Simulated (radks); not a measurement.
Results of a calculation; reference values are marked as such.
Problem. Spherical quantum dot in the effective-mass picture: electrons in a hard-walled sphere of radius 6.86, with a point charge +2 (a donor) at the centre, all in effective atomic units (hartree* = m*/eps^2 hartree, bohr* = eps/m* bohr), one dielectric constant everywhere. Level of theory: non-relativistic Kohn-Sham, PBEsol, spin-polarised, spherical densities (a radial shooting solver with Libxc functionals). Levels are named by radial order and angular momentum (1s, 1p, 1d, 2s, ...), and open shells are averaged over m. At N = 5 the configuration is 1s2 1p(up 2, down 0) 2s(up 1, down 0). Does electron 6 go into 1p down or 1p up or 2s down?

Solution. Into 1p up. The total energies of the other choices lie higher by 0.0152 hartree* (2s down), 0.0569 hartree* (1p down).
